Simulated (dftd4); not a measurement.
HfO$_{2}$, triplet, geometry from GFN2-xTB (such geometries of metal compounds can be far from the true shape) (the multiplicity is a formal guess); D4 for b97d (dftd4).

dftd4 was given this input:
```
$ dftd4 mol.xyz --func b97d --charge 0 --json dftd4.json --noedisp --property

# file mol.xyz
3

Hf     0.04722398    -0.00054983     0.05578566
O      1.10121645     0.29859966    -1.36021799
O     -1.52623229    -0.29365116     0.85814707
```

**Question.** Write the output that dftd4 gives for this input, abridged.

**Answer.** 
```
                    ____  _____ _____     ____  _  _
      -------------|  _ \|  ___|_   _|---|  _ \| || |------------
     |             | | | | |_    | | ___ | | | | || |_           |
     |             | |_| |  _|   | ||___|| |_| |__   _|          |
     |             |____/|_|     |_|     |____/   |_|            |
     |             ===================================           |
     |            E. Caldeweyher, S. Ehlert & S. Grimme          |
     |          Mulliken Center for Theoretical Chemistry        |
     |                    University of Bonn                     |
      -----------------------------------------------------------

Rational (Becke-Johnson) damping: b97d-D4-ATM
---------------------
  s6         1.0000
  s8         1.6946
  s9         1.0000
  a1         0.2890
  a2         4.1341
 alp        16.0000
--------------------

Atomic data, radii in Ångström:
------------------------------------------------------
   Z          R(cov)      r4/r2   hardness         EN
------------------------------------------------------
  72 Hf       1.8267     4.3430     0.3459     1.3000
   8 O        0.8400     1.3725     0.5869     3.4400
------------------------------------------------------

Atomic reference systems (in atomic units):
----------------------------------------------------------------------------
   Z        #      CN     q+Z       C6(AA)   #      CN     q+Z       C6(AA)
----------------------------------------------------------------------------
  72 Hf     1  0.0000 12.0000    1481.6106   2  1.6460 12.4427     625.8289
            3  3.3210 12.6841     249.3521   4  4.6230 12.9430     121.2043
   8 O      1  0.0000  8.0000      15.5711   2  0.8042  7.6453      20.8489
            3  1.6112  7.4012      24.8631   4  0.9798  8.0000      14.9880
----------------------------------------------------------------------------

Atomic properties (in atomic units):
----------------------------------------------------------------------------
     #    Z              CN          q      C6(AA)        C8(AA)   alpha(0)
----------------------------------------------------------------------------
     1   72 Hf       1.3974     1.5057    447.3262    90389.3911    60.3824
     2    8 O        0.6987    -0.7529     30.1797      609.0419     7.3679
     3    8 O        0.6987    -0.7529     30.1797      609.0419     7.3679
----------------------------------------------------------------------------

Molecular properties (in atomic units):
----------------------------------------
 molecular C6                 963.1832
 molecular C8              118058.1736
----------------------------------------

Dispersion energy:      -1.0371708649489E-02 Eh

[Info] JSON dump of results written to 'dftd4.json'
```
